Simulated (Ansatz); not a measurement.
Geometry optimisation of FeBr3.

```yaml
crystal:
  periodic: [false, false, false]
  atoms:
    - {symbol: Fe, position_ang: [0.000063, 0.000048, 0.007028]}
    - {symbol: Br, position_ang: [2.281227, -0.026361, 0.010287]}
    - {symbol: Br, position_ang: [-1.117836, 1.988547, -0.018797]}
    - {symbol: Br, position_ang: [-1.163454, -1.962244, 0.001482]}
basis:
  gaussian: {orbitals: def2-SVP}
magnetization: {spin_polarized: true, initial_magnetization: 3}
hamiltonian: {xc: r2scan, dispersion: d4}
scf: {lower_state_search: "off"}
output: {orbitals: {seedname: orbitals}}
relax: {f_tol: 0.02, max_steps: 100}
```

```sh
$ ansatz run in.yaml --threads 4 --pin off --events-out ev --progress --plain --max-ram 4787MiB
```

It prints (some lines left out):

```
Functional definition: r2SCAN
mean field -244499.02453115 eV, -8985.1734241286 hartree, gradient 4.0e-6 eV, S^2 4.185826; 0 other end points of the search recorded, 0 dependent functions left out
relax step   1: F+E_penalty+E_count = -244499.06127663 eV  Δ(F+E_penalty+E_count) = +0.000e0 eV  max|allowed force component| = 4.308e-1 eV/Å  Δτ_max = 0.0000 Å  (85 SCF iters, accepted)
mean field -244499.10571731 eV, -8985.1764076651 hartree, gradient 2.7e-6 eV, S^2 4.104232; 0 other end points of the search recorded, 0 dependent functions left out
relax step   2: F+E_penalty+E_count = -244499.14257778 eV  Δ(F+E_penalty+E_count) = -8.130e-2 eV  max|allowed force component| = 2.720e-1 eV/Å  Δτ_max = 0.1221 Å  (43 SCF iters, accepted)
mean field -244499.13531648 eV, -8985.1774954145 hartree, gradient 2.8e-6 eV, S^2 4.010789; 0 other end points of the search recorded, 0 dependent functions left out
relax step   3: F+E_penalty+E_count = -244499.17229815 eV  Δ(F+E_penalty+E_count) = -2.972e-2 eV  max|allowed force component| = 3.922e-2 eV/Å  Δτ_max = 0.1068 Å  (43 SCF iters, accepted)
mean field -244499.13549416 eV, -8985.1775019441 hartree, gradient 3.0e-6 eV, S^2 4.004408; 0 other end points of the search recorded, 0 dependent functions left out
relax step   4: F+E_penalty+E_count = -244499.17247579 eV  Δ(F+E_penalty+E_count) = -1.776e-4 eV  max|allowed force component| = 2.038e-3 eV/Å  Δτ_max = 0.0088 Å  (34 SCF iters, accepted)
Total energy: -244499.17249708 eV, -8985.1788617763 hartree
Atom 0 at    -0.170520     0.002475    -0.000715 Å, force     0.001643    -0.000120    -0.000328 eV/Å
Atom 1 at     2.069853    -0.024912     0.010813 Å, force    -0.002038     0.000321     0.000075 eV/Å
Atom 2 at    -0.925996     2.125406    -0.015903 Å, force     0.000385    -0.000634     0.000130 eV/Å
Atom 3 at    -0.973338    -2.102979     0.005805 Å, force     0.000010     0.000433     0.000123 eV/Å
Dipole moment:    -0.070815     0.000699    -0.000258 e Å
Checks for a lower state left out: stability, starts, cluster_reference, orbital_swaps, neighbouring_geometries, increment
```

It took 44 s on 4 threads of Arm Neoverse N1 on a shared host.

The charge 0 quartet is spin-contaminated (final ⟨S²⟩ up to 4.00, 3.75 for a pure state). At r2SCAN-D4/def2-SVP a sextet of charge 0 lies 0.78 eV below the quartet, each at its own geometry.
